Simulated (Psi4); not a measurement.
H2P, charge -1, singlet, at a GFN2-xTB geometry (a gas-phase anion, which may not be bound at this level); Psi4 1.11 with CAM-B3LYP/cc-pVTZ.

The Psi4 input:
```
memory 2 GB

molecule mol {
-1 1
P    -0.001499    0.074311    0.082110
H     0.970783   -0.554794   -0.600600
H    -0.948298   -0.559867   -0.631046
}

set {
  basis cc-pvtz
  reference rks
}

energy('cam-b3lyp')
print_variables()
```

The log (banner, timings and long lists left out):

```
   => Loading Basis Set <=

    Name: CC-PVTZ
    Role: ORBITAL
    Keyword: BASIS

         ---------------------------------------------------------
                                   SCF
               by Justin Turney, Rob Parrish, Andy Simmonett
                          and Daniel G. A. Smith
                              RKS Reference
         ---------------------------------------------------------

  ==> Geometry <==

    Molecular point group: cs
    Full point group: Cs

    Geometry (in Angstrom), charge = -1, multiplicity = 1:

       Center              X                  Y                   Z               Mass
    ------------   -----------------  -----------------  -----------------  -----------------
         P           -0.057514504452     0.000778533841     0.000000000000    30.973761998420
         H            0.870814507754    -0.971540126757     0.000000000000     1.007825032230
         H            0.896794467414     0.947613233583     0.000000000000     1.007825032230

  Running in cs symmetry.

  Rotational constants: A =     10.05099  B =      9.08118  C =      4.77075 [cm^-1]
  Rotational constants: A = 301321.04847  B = 272247.00620  C = 143023.57442 [MHz]
  Nuclear repulsion =   12.084877016395000

  Charge       = -1
  Multiplicity = 1
  Electrons    = 18
  Nalpha       = 9
  Nbeta        = 9

  ==> Algorithm <==

  SCF Algorithm Type is DF.
  DIIS enabled.
  MOM disabled.
  Fractional occupation disabled.
  Guess Type is SAD.
  Energy threshold   = 1.00e-06
  Density threshold  = 1.00e-06
  Integral threshold = 1.00e-12

  ==> Primary Basis <==

  Basis Set: CC-PVTZ
    Blend: CC-PVTZ
    Number of shells: 24
    Number of basis functions: 62
    Number of Cartesian functions: 69
    Spherical Harmonics?: true
    Max angular momentum: 3

  ==> DFT Potential <==

   => LibXC <=

    Version 7.1.2
    S. Lehtola, C. Steigemann, M. J. T. Oliveira, and M. A. L. Marques,  SoftwareX 7, 1–5 (2018) (10.1016/j.softx.2017.11.002)

   => Composite Functional: CAM-B3LYP <=

    CAM-B3LYP Hyb-GGA Exchange-Correlation Functional

    T. Yanai, D. P. Tew, and N. C. Handy,  Chem. Phys. Lett. 393, 51 (2004) (10.1016/j.cplett.2004.06.011)

    Deriv               =              1
    GGA                 =           TRUE
    Meta                =          FALSE

    Exchange Hybrid     =           TRUE
    MP2 Hybrid          =          FALSE

   => Exchange Functionals <=

    0.3500         Becke 88 [omega = 0.3300]
[...]
   @DF-RKS iter   2:  -342.49461635283467   -7.20465e-02   6.99677e-03 ADIIS/DIIS
   @DF-RKS iter   3:  -342.54808622049069   -5.34699e-02   1.91917e-04 ADIIS/DIIS
   @DF-RKS iter   4:  -342.54816318785771   -7.69674e-05   6.44848e-05 DIIS
   @DF-RKS iter   5:  -342.54817195239747   -8.76454e-06   1.72435e-05 DIIS
   @DF-RKS iter   6:  -342.54817268831408   -7.35917e-07   2.50959e-06 DIIS
   @DF-RKS iter   7:  -342.54817270424701   -1.59329e-08   3.14446e-07 DIIS
  Energy and wave function converged.

  ==> Post-Iterations <==

   Electrons on quadrature grid:
      Ntotal   =   17.9999962221 ; deviation = -3.778e-06

    Orbital Energies [Eh]
    ---------------------

    Doubly Occupied:

[...]
    Virtual:

[...]
    Final Occupation by Irrep:
             Ap   App
    DOCC [     7,    2 ]
    NA   [     7,    2 ]
    NB   [     7,    2 ]

  @DF-RKS Final Energy:  -342.54817270424701

   => Energetics <=

    Nuclear Repulsion Energy =             12.0848770163949997
    One-Electron Energy =                -502.1479371445100242
    Two-Electron Energy =                 165.8405096441385922
    DFT Exchange-Correlation Energy =     -18.3256222202705779
    Empirical Dispersion Energy =           0.0000000000000000
    VV10 Nonlocal Energy =                  0.0000000000000000
    Total Energy =                       -342.5481727042470084

Computation Completed

Properties will be evaluated at   0.000000,   0.000000,   0.000000 [a0]

Properties computed using the SCF density matrix

 Multipole Moments:

 ------------------------------------------------------------------------------------
     Multipole            Electronic (a.u.)      Nuclear  (a.u.)        Total (a.u.)
 ------------------------------------------------------------------------------------

 L = 1.  Multiply by 2.5417464519 to convert [e a0] to [Debye]
 Dipole X            :         -1.5569155            1.7099969            0.1530814
 Dipole Y            :          0.0210740           -0.0231470           -0.0020731
 Dipole Z            :          0.0000000            0.0000000            0.0000000
 Magnitude           :                                                    0.1530954

 ------------------------------------------------------------------------------------

  Variable Map:
  ----------------------------------------------------------------------------
[...]
  Array Variable Map:
  ----------------------------------------------------------------------------
[...]
[...]
```
